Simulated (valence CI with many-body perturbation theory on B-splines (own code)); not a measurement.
Values are calculated unless marked as measured or tabulated.
**Sr³²⁺: input, log and results**

The program does CI of the valence electrons with many-body perturbation theory for a frozen closed Dirac-Fock core.

Command, and the settings that its task file holds:

```sh
python run_cv.py task.json out
```

```
atom Sr  Z=38  mass_number=88  rms_radius_fm=4.2240
core [He]
valence 2s2 2p2
avg = 1
basis = S
breit = 1
cap = 10000
capref = 1200
cscale = 1
de = 0.0
dress = 0
eps = 2e-08
extrap = 1
h = 0.27
hh = 1
l2 = 3
lcore = 6
maxit = 60
n2 = 5
natural = 1
nlev = 21
nno = [3, 3, 3, 2, 1]
nroot = 26
ns = 4
nsp = [3, 3, 2, 1, 0]
pt2 = 1
qed = 1
rpa = 1
s1 = 1
s2 = 1
s3 = 1
screen = 1
tol = 2e-05
whole = 1
```

Log. The first blocks belong to the next ion, which gives the ionisation energy. Fields: 2J, parity (1 odd), roots, reference size, generating configurations, candidates as configurations/state functions, variational space P, stored matrix elements, Davidson steps; e2 is the range of second-order energies in hartree. The first line gives the box (bohr), its intervals, the orbitals and the steps of their self-consistent field. Window is the range of levels sought, series limit the energy at which the first omitted orbital would enter, core excitation an estimate of the first excitation out of the core, left out the lowest levels not solved, and shifts from estimates the range by which levels moved from their first estimate, all in cm⁻¹.

```
rmax 1.8 intervals 56 orbitals 36 references ['2s2 2p2', '2s 2p3', '2p4'] scf 3 t 0.4
2J=1 par=1 roots 2 ref 40 generators 2 cand 621/884 P 653/924 nnz 0 it 0
2J=1 par=1 roots 2 ref 40 generators 2 cand 24/31 P 677/955 nnz 0 it 0
   second order: generators 9 cand 966/1442 e2 -0.00002 -0.00001
reference levels 448, estimated 348, window 18382264 1/cm; series limit 24833054, core excitation 115959100
2J=0 par=0 roots 7 ref 28 generators 14 cand 652/996 P 2401/3520 nnz 9e+05 it 4
2J=0 par=0 roots 7 ref 28 generators 18 cand 1063/1829 P 3464/5349 nnz 1.9e+06 it 5
   second order: generators 31 cand 3841/6550 e2 -0.00002 -0.00000
2J=2 par=0 roots 6 ref 58 generators 16 cand 459/1358 P 1622/4771 nnz 2.2e+06 it 6
2J=2 par=0 roots 6 ref 58 generators 18 cand 1453/5227 P 3075/9998 nnz 7.8e+06 it 7
   second order: generators 25 cand 3190/12401 e2 -0.00008 -0.00001
2J=4 par=0 roots 6 ref 64 generators 16 cand 454/1448 P 1567/5107 nnz 2.7e+06 it 5
2J=4 par=0 roots 6 ref 64 generators 16 cand 1118/4856 P 2685/9963 nnz 8.5e+06 it 6
   second order: generators 27 cand 4540/25061 e2 -0.00028 -0.00001
2J=4 par=1 roots 8 ref 67 generators 16 cand 432/1438 P 1525/5051 nnz 2.6e+06 it 5
2J=4 par=1 roots 8 ref 67 generators 18 cand 1080/4916 P 2605/9967 nnz 8e+06 it 5
   second order: generators 33 cand 6518/37270 e2 -0.00223 -0.00007
2J=2 par=1 roots 8 ref 62 generators 18 cand 521/1407 P 1728/4955 nnz 2.4e+06 it 6
2J=2 par=1 roots 8 ref 62 generators 19 cand 1335/5156 P 3063/10111 nnz 7.5e+06 it 8
   second order: generators 32 cand 4360/16839 e2 -0.00073 -0.00001
2J=6 par=1 roots 3 ref 47 generators 11 cand 294/964 P 1107/3470 nnz 1.4e+06 it 5
2J=6 par=1 roots 3 ref 47 generators 12 cand 1297/6495 P 2404/9965 nnz 9.4e+06 it 5
   second order: generators 23 cand 5715/35539 e2 -0.00032 -0.00002
2J=0 par=1 roots 3 ref 24 generators 8 cand 662/1026 P 2397/3623 nnz 9.4e+05 it 4
2J=0 par=1 roots 3 ref 24 generators 9 cand 951/1612 P 3348/5235 nnz 1.9e+06 it 5
   second order: generators 13 cand 1075/1630 e2 -0.00001 -0.00000
2J=6 par=0 roots 1 ref 41 generators 6 cand 353/1360 P 1128/3859 nnz 1.7e+06 it 5
2J=6 par=0 roots 1 ref 41 generators 8 cand 1685/6983 P 2813/10842 nnz 9.6e+06 it 6
   second order: generators 11 cand 2601/16344 e2 -0.00008 -0.00008
2J=8 par=1 roots 1 ref 24 generators 4 cand 336/1385 P 1205/3957 nnz 1.8e+06 it 4
2J=8 par=1 roots 1 ref 24 generators 5 cand 1566/7551 P 2771/11508 nnz 1.2e+07 it 5
   second order: generators 9 cand 2534/16456 e2 -0.00003 -0.00003
left out: unestimated 26610388, estimated 19456652, shifts from estimates -3 to 110
```

What became of the run, and why?

It gave no result: the setting left no core shell for the response of the core. The program said: "need at least one array to concatenate".
